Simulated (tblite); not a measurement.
Give a GFN2-xTB geometry of `CSC(F)(F)[Si@H]1C[SiH2][SiH2]1`.

```xyz
19
C3H10F2SSi3 angstrom
C      3.6032   -0.3643    0.5161
S      2.0357   -0.3181    1.4350
C      0.8892   -0.8043    0.1154
F      0.9868    0.0901   -0.9225
F      1.3008   -1.9870   -0.4351
Si    -0.9584   -0.9252    0.7222
C     -1.3609    0.8286    1.4055
Si    -2.2547    1.6719   -0.0937
Si    -2.3020   -0.4427   -1.1370
H      4.3868   -0.1385    1.2313
H      3.7415   -1.3592    0.1027
H      3.5786    0.3849   -0.2702
H     -0.8660   -2.0031    1.7152
H     -2.0228    0.7671    2.2678
H     -0.4816    1.3695    1.7497
H     -3.5091    2.3135    0.3226
H     -1.4315    2.7341   -0.6780
H     -3.5835   -1.1642   -1.1336
H     -1.7621   -0.6439   -2.4853
```

Orientation and origin are arbitrary. Atoms count from 1 in this order. Si9 (SiH2 silicon) has angles from 79.8° to 121.5°. The 4-membered ring Si6–C7–Si8–Si9 has internal angles of 79.8° to 102.6°; it is puckered, 0.08 Å rms from its mean plane, widest ring torsion 10°. Si6 (SiH silicon) has angles from 88.5° to 136.3°. S2 (sulfide sulfur) is bent (angle 99.8°).

Bonds between heavy atoms (Å): C1–S2 1.818, S2–C3 1.814, C3–F4 1.374, C3–F5 1.368, C3–Si6 1.948, Si6–C7 1.925, C7–Si8 1.938, Si8–Si9 2.358, Si6–Si9 2.344.

Computed geometry: GFN2-xTB, gas phase.

Point group: C1 (no symmetry element, even within 0.4 Å). Its GFN2-xTB frequencies are all real (lowest 22 cm⁻¹). The numbers are those of one conformer (C1–S2–C3–F4 -59°, S2–C3–Si6–C7 58°, C3–Si6–C7–Si8 97°, Si6–C7–Si8–Si9 10°, C7–Si8–Si9–Si6 -8°, C3–Si6–Si9–Si8 -97°).
